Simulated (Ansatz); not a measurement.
`F[SiH2][CH](F)[SnH3]` + `CO[SiH2]S` → `CO[SiH2]S[SiH2]F` + `F[CH2][SnH3]`  (ligand exchange at the Si–C bond)

Calculated with Ansatz (gas phase, PBE0-D4/def2-TZVP geometries, no zero-point term in ΔE). CCSD(T)/CBS adds triple-zeta CCSD(T) − MP2 to the extrapolated MP2 energy (def2 sets, frozen cores). This one scheme is used for every species. Functionals use def2-TZVPP. B3LYP here is the variant with VWN-RPA as its local correlation; programs differ in this. Elements past krypton have def2 core potentials. For Sn outer-core shells are correlated without core-valence functions, which leaves a few kJ/mol of doubt a bond. Each species was taken in one conformer, which may not be the lowest.

| level | ΔE (kJ/mol) |
| --- | --- |
| B3LYP-D4 | -80.7 |
| PBE0 | -79.9 |
| B3LYP | -74.6 |
| MP2/def2-QZVPP | -84.3 |

(1) What does CCSD(T)/CBS give? (Estimate.)

Largest T1 diagnostic among the species: 0.013.

## Answers

(1) Computed: -79.2 kJ/mol. The listed levels differ from it by -1.5, -0.7, 4.6, -5.1 kJ/mol.

The D4 term adds −6.0 kJ/mol with B3LYP and −3.5 kJ/mol with PBE0; it sums over pairs of atoms, weighted by their polarisabilities, and B3LYP, whose exchange is more repulsive, gets the larger term.
